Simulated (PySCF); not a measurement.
# Vibration and rotation of H2

RHF-CCSD(T) constants of H2, singlet, closed shell (H def2-SVPD; no relativity (PySCF 2.14); masses 1.0078 and 1.0078 u):

| Quantity | Value |
| --- | --- |
| ωe | 4365.6 cm⁻¹ |
| ωexe | 120.0 cm⁻¹ |
| Be | 57.887 cm⁻¹ |
| αe | 2.80 cm⁻¹ |
| D (centrifugal) | 0.0407 cm⁻¹ |
| De to H + H | 4.52 eV |

(1) Give the vibrational terms G(v) and spacings up to v = 4.

(2) How well does the Morse estimate ωe²/(4ωexe) reproduce De, and what is D0?

Correlated steps freeze no core orbitals. Correlated levels converge slowly with the basis: in double zeta they bind strong bonds too weakly, by up to about 1 eV, and carry superposition errors of some tenths. Where the molecule has an RHF reference, its open-shell atoms are computed with UHF.

## Answers

(1) G(v) = ωe(v+½) − ωexe(v+½)².

```json
{"v": "0", "G(v) (cm⁻¹)": "2153", "G(v) − G(v−1)": "", "Bv (cm⁻¹)": "56.49"}
{"v": "1", "G(v) (cm⁻¹)": "6278", "G(v) − G(v−1)": "4126", "Bv (cm⁻¹)": "53.69"}
{"v": "2", "G(v) (cm⁻¹)": "10164", "G(v) − G(v−1)": "3886", "Bv (cm⁻¹)": "50.89"}
{"v": "3", "G(v) (cm⁻¹)": "13810", "G(v) − G(v−1)": "3646", "Bv (cm⁻¹)": "48.09"}
{"v": "4", "G(v) (cm⁻¹)": "17215", "G(v) − G(v−1)": "3406", "Bv (cm⁻¹)": "45.29"}
```

(2) It gives 4.92 eV, 109 % of the computed De. D0 = De − G(0) = 4.52 − 0.27 = 4.25 eV.
